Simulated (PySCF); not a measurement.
# Correlation energy of Pb (lead, neutral)

[Xe] 4f14 5d10 6s1 6p2 6d1, one real determinant (an excited configuration). Calculation: PySCF 2.14, in aug-cc-pVTZ-PP with ECP60MDF (6s5p4d2f, 55 functions); scalar relativity through the core potential. Frozen: 5s2 5p6 5d10; 4 electrons correlated.

MP2 pair energies summed by pair of shells (mhartree):

```json
{"pair": "6p-6d", "energy": "-4.30", "share (%)": "35.5"}
{"pair": "6p-6p", "energy": "-3.51", "share (%)": "29.0"}
{"pair": "6s-6p", "energy": "-3.01", "share (%)": "24.8"}
{"pair": "6s-6d", "energy": "-1.30", "share (%)": "10.7"}
```

Total MP2 correlation energy: -12.11 mhartree.

Same-spin part -12.11 and opposite-spin part 0.00 mhartree; SCS-MP2 scales them by 1/3 and 6/5 to -4.04 mhartree.

The reference is one real determinant that mixes LS terms of this configuration.

Spin-orbit coupling is strong in this species, so the high-spin LS determinant is a model state.
